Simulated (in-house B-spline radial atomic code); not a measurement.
# RPA and G0W0 on Hartree-Fock: the sulfur ion S⁵⁺

Configuration [Ne] 3s1, highest spin, mean-field start Hartree-Fock. Computed with an all-electron radial atomic-structure program (B-spline basis): all electrons, non-relativistic, point nucleus, each spin shell either full or empty, empty states to l = 9 with an (l + 1/2)⁻⁴ tail; G0W0 by contour deformation at full frequency.

Command:
```bash
python run_gw.py task.json out
```
Settings (radii: box in bohr, nucleus in fm):
```
Z                        16
electrons                11
configuration            [Ne] 3s1
hamiltonian              nr
method                   hf
lmax                     9
spin_polarised           True
box_radius               10.43
intervals                47
ion_configuration        [He] 2s2 2p6
```

Time taken, with all properties: 1.1 s on 1 thread of Arm Neoverse V2, with other jobs on the host.

Energies (hartree):

```
                                     term       value
                         mean-field total  -390.77455
Hartree-Fock functional on these orbitals  -390.77455
                      direct second order    -0.65259
                    second-order exchange     0.24155
                         SOSEX correction       0.228
```

Task: What is the RPA correlation energy, and what remains with SOSEX?

Result: RPA gives -0.60412 hartree (-1.49 eV per electron); RPA + SOSEX gives -0.37612, and the second-order doubles (MP2) -0.41104 hartree. SOSEX takes back 38 % of the RPA value.

Quasi-particle levels (eV):

| level | occupied | mean field | Σx - vxc | Σc | QP weight | G0W0 |
| --- | --- | --- | --- | --- | --- | --- |
| 3s up | yes | -87.38 | 0.00 | ? | ? | ? |
| 2p down | yes | -260.97 | 0.00 | 1.98 | 0.976 | -258.99 |
| 2p up | yes | -261.58 | 0.00 | 2.07 | 0.975 | -259.51 |
| 3s down | no | -70.44 | 0.00 | -1.68 | 0.977 | -72.12 |

G0W0 = mean field + (Σx - vxc) + Σc, with Σc (partial-wave tail included) taken at the quasi-particle energy. Only the outer levels were computed. Levels of low weight are left out.

Task: Where does G0W0 put 3s up?

Result: At -88.63 eV, with Σc = -1.25 eV and a quasi-particle weight of 0.984. The tabulated removal energy is 88.053 eV (NIST, measured); the calculation leaves out relativity, Breit and QED terms, and what these don't explain is the method's own error.

Task: What does it cost to remove one electron (to [He] 2s2 2p6) by differences of total energies, each species on its own start (correlation terms add to the Hartree-Fock functional)?

Result: Hartree-Fock functional 87.35 eV, + RPA 88.32 eV, + RPA + SOSEX 87.74 eV, + second order 87.82 eV. Tabulated: 88.053 eV (NIST, measured); the calculation leaves out relativity, Breit and QED terms, and what these don't explain is the method's own error.
